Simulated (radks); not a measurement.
Results of a calculation; reference values are marked as such.
Question: These are the eigenvalues of the occupied orbitals of an atom or ion with whole-number occupations (hartree). Level of theory: Dirac Kohn-Sham, BLYP, spin-unpolarised, spherical densities, finite nucleus; Fermi nuclear charge, rms radius of each element as measured or else 0.836 A^(1/3) + 0.57 fm (a radial shooting solver on a logarithmic mesh with Libxc functionals).

1s1/2: -2878.605
2s1/2: -506.8921
2p1/2: -486.0697
2p3/2: -422.5172
3s1/2: -120.4791
3p1/2: -111.0965
3p3/2: -97.12673
3d3/2: -81.44203
3d5/2: -78.43042
4s1/2: -27.34361
4p1/2: -23.35699
4p3/2: -20.02816
4d3/2: -13.48438
4d5/2: -12.86530
5s1/2: -5.57474
4f5/2: -4.50417
4f7/2: -4.37697
5p1/2: -4.28869
5p3/2: -3.72027
5d3/2: -1.96185
5d5/2: -1.89675

Which element is it, and in what charge state? The configuration may be excited. Open shells, if any, fill j = l - 1/2 first.

Answer: Z = 78, platinum, charge +4: Pt4+ in [Xe] 4f14 5d6. The list shows which subshells hold electrons but not how many an open one holds; the 1s level, -2878.6 hartree, gives Z - s = 75.9 by -(Z - s)^2/2, which with screening and relativity narrows Z to a few neighbours, and the depths of the outer levels then fix element, charge and occupations together.
